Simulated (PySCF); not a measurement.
C₂H₆Zn, SMILES [CH3][Zn][CH3] (PBE0/def2-SVP optimised geometry):

```
9

Zn     0.000     0.000     0.000
C     -1.946     0.000     0.002
H     -2.352    -1.024     0.057
H     -2.352     0.465    -0.912
H     -2.349     0.560     0.862
C      1.947     0.000     0.000
H      2.352    -0.461     0.916
H      2.352     1.024    -0.059
H      2.352    -0.563    -0.857
```

Calculation: PBE0/def2-TZVP in PySCF.

What are the frontier orbital energies and the dipole moment?

HOMO-2 -10.35 eV, HOMO-1 -8.81 eV, HOMO -7.17 eV, LUMO 0.19 eV, LUMO+1 0.19 eV; dipole moment 0.00 D.

On the same geometry PBE/def2-TZVP (PySCF) gives HOMO-2 -8.83 eV, HOMO-1 -7.59 eV, HOMO -6.04 eV, LUMO -0.54 eV, LUMO+1 -0.54 eV; dipole moment 0.00 D.

Meta-Löwdin charges at PBE0/def2-TZVP: Zn1 1.05, C2 -0.87, H3 0.12, H4 0.12, H5 0.12, C6 -0.87, H7 0.12, H8 0.12, H9 0.12.
